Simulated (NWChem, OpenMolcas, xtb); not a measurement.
A ladder of methods for InNH2Cl (SMILES [NH2][In][Cl])

InNH2Cl has 5 atoms, charge 0, and is taken as a doublet. As SMILES, `[NH2][In][Cl]`. Geometry: relaxed at PBE0-D4/def2-TZVP. This is one conformer, not always the lowest.

Quantity: the electronic atomisation energy, in eV. The values are calculated. Electronic energies at fixed atoms, without zero-point motion or spin-orbit coupling.

| level | kind | program | value (eV) | less CCSD(T)/def2-SVP |
| --- | --- | --- | --- | --- |
| GFN0-xTB | semi-empirical | xtb | 20.13 | +7.93 |
| UHF/def2-SVP (core potential) | Hartree–Fock | OpenMolcas | 8.54 | -3.66 |
| USVWN5/def2-SVP (core potential) | LDA | OpenMolcas | 15.73 | +3.53 |
| UBLYP/def2-SVP (core potential) | GGA | OpenMolcas | 13.27 | +1.07 |
| UPBE/def2-SVP (core potential) | GGA | NWChem | 13.73 | +1.53 |
| UTPSS/def2-SVP (core potential) | meta-GGA | OpenMolcas | 13.57 | +1.37 |
| UB3LYP/def2-SVP (core potential) | global hybrid | NWChem | 13.16 | +0.96 |
| UBHLYP/def2-SVP (core potential) | global hybrid | OpenMolcas | 12.58 | +0.38 |
| UMP2/def2-SVP (core potential) | perturbation theory | NWChem | 12.47 | +0.27 |
| ROCCSD(T)/def2-SVP (core potential) | coupled cluster or CI | OpenMolcas | 12.20 | 0.00 |

Differences are taken from ROCCSD(T)/def2-SVP (core potential) for orientation; it has basis-set and higher-order errors of its own. The values span 8.54 to 20.13 eV. The xTB rows lack spin polarisation, so open shells miss the exchange term that lowers them. In the correlated wave-function rows the outer d shell of In is correlated, in sets not made for it.
